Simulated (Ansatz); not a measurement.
A single point on C$_{4}$H$_{2}$Cl$_{2}$Hf (`C#[C][Hf]([Cl])([Cl])[C]#C`).

```yaml
crystal:
  periodic: [false, false, false]
  atoms:
    - {symbol: C, position_ang: [1.014385, -2.685741, 0.309638]}
    - {symbol: C, position_ang: [0.635517, -1.634725, -0.168548]}
    - {symbol: Hf, position_ang: [-0.042133, 0.239982, -0.991712]}
    - {symbol: Cl, position_ang: [-1.893879, -0.143443, -2.344778]}
    - {symbol: Cl, position_ang: [1.700849, 1.234352, -2.166539]}
    - {symbol: C, position_ang: [-0.614311, 1.519285, 0.647599]}
    - {symbol: C, position_ang: [-0.933612, 2.228361, 1.581457]}
    - {symbol: H, position_ang: [1.347051, -3.608699, 0.730503]}
    - {symbol: H, position_ang: [-1.213866, 2.850616, 2.402370]}
basis:
  gaussian: {orbitals: def2-TZVPP}
hamiltonian: {xc: pbe}
correlation: {method: rpa}
```

```sh
$ ansatz run in.yaml --threads 4 --pin off --events-out ev --progress --plain --max-ram 11315MiB
```

It prints (some lines left out):

```
Functional definition: PBE
1797 factors; integrals over basis functions are off by at most 6.9e-4 eV
mean field evaluation 1: about -30505.0273 eV, gradient 7.9e1 eV
mean field evaluation 2: about -30505.0180 eV, gradient 7.9e1 eV
mean field evaluation 4: about -30505.0625 eV, gradient 7.5e1 eV
mean field evaluation 8: about -30521.1882 eV, gradient 2.0e0 eV
mean field evaluation 16: about -30521.1981 eV, gradient 1.3e-2 eV
mean field -30521.19810017 eV, -1121.6333421703 hartree, gradient 3.7e-6 eV, S^2 0.000000; 0 other end points of the search recorded, 0 dependent functions left out
14 core orbitals not correlated: weight in the atoms' cores, before any rotation towards them, 1.000 or more for the frozen orbitals, at most 0.000 for the correlated occupied ones
reference -30454.95336179 eV, -1119.1988929369 hartree; 22, 22 occupied and 256, 256 virtual orbitals, 1797 factors
Total energy: -30509.63439818 eV, -1121.2083839601 hartree
```

Hardware: 4 threads of an Arm Neoverse V1 on a shared host. Wall time 13 s, peak host memory 0.88 GiB.
